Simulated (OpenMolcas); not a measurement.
**Nb4+ in Cs2ZrCl6: curves along the breathing mode**

Nb4+ with its 6 nearest chloride ions, on the Zr site of Cs2ZrCl6 (a = 10.407 Å, distance in the model lattice 2.446 Å). The rest of the host is ab initio model potentials to 7.6 Å and point charges beyond; the distance is set by hand and nothing relaxes. Ligand basis ANO-RCC-VDZP.

- Program: OpenMolcas
- Method: CASSCF
- Basis: ANO-RCC-VDZP [6s5p3d1f]
- Scalar Hamiltonian: DKH2, point nucleus
- Active space: 1 electron in 5 orbitals (4d)
- State averaging: 2S+1 = 2 even, 5 roots
- Spin-orbit coupling: RASSI with atomic mean-field integrals over the reference wave functions

Spin-free energies (labels of O, the rotations of Oh) in cm-1 above the lowest fitted minimum, as all ligands move together:

```json
{"R (Å)": "2.281", "2T2": "5490", "2E": "37990"}
{"R (Å)": "2.335", "2T2": "1190", "2E": "31010"}
{"R (Å)": "2.388", "2T2": "10", "2E": "27440"}
{"R (Å)": "2.442", "2T2": "1330", "2E": "26570"}
{"R (Å)": "2.496", "2T2": "4750", "2E": "28030"}
{"R (Å)": "2.549", "2T2": "9740", "2E": "31330"}
{"R (Å)": "2.603", "2T2": "16190", "2E": "36240"}
```

Cubic fits give the following; the wavenumber is harmonic, with the mass of all moving ligands, small differences in it between states hang on the degree of the fit, a number in brackets counts states of one label, and the table is a selection of at most 14 states with clean curves.

```
State  R0 (Å)  Breathing mode (cm-1)  Minimum (cm-1)
  2T2   2.386                    376               0
   2E   2.434                    365           26510
```

The minimum of 2E is shifted by +0.0473 Å against 2T2 (from the unrounded fits). With M = 212.7 u for the moving shell, the Huang-Rhys factor in this mode is S = M ω ΔR² / 2ħ = 0.01483 × 212.7 × 376 × 0.0473² = 2.65. Only the first shell moves, against a rigid host.

An orbital triplet at a regular site is open to Jahn-Teller coupling, which can distort the site and quench the lowest spin-orbit gaps and is left out. With metal d orbitals alone the field can be off either way by tens of per cent. Ligand-to-metal charge-transfer states are missing. The least metal-like active orbital is 66 % on the metal (Löwdin) and no ligand orbital is active, so the numbers are rough (holds for R = 2.281). The least metal-like active orbital is 68 % on the metal (Löwdin) and no ligand orbital is active, so the numbers are rough (holds for R = 2.335). The least metal-like active orbital is 69 % on the metal (Löwdin) and no ligand orbital is active, so the numbers are rough (holds for R = 2.388). The least metal-like active orbital is 71 % on the metal (Löwdin) and no ligand orbital is active, so the numbers are rough (holds for R = 2.442). The least metal-like active orbital is 72 % on the metal (Löwdin) and no ligand orbital is active, so the numbers are rough (holds for R = 2.496; R = 2.549). The least metal-like active orbital is 73 % on the metal (Löwdin) and no ligand orbital is active, so the numbers are rough (holds for R = 2.603). No measured value stands beside these numbers.
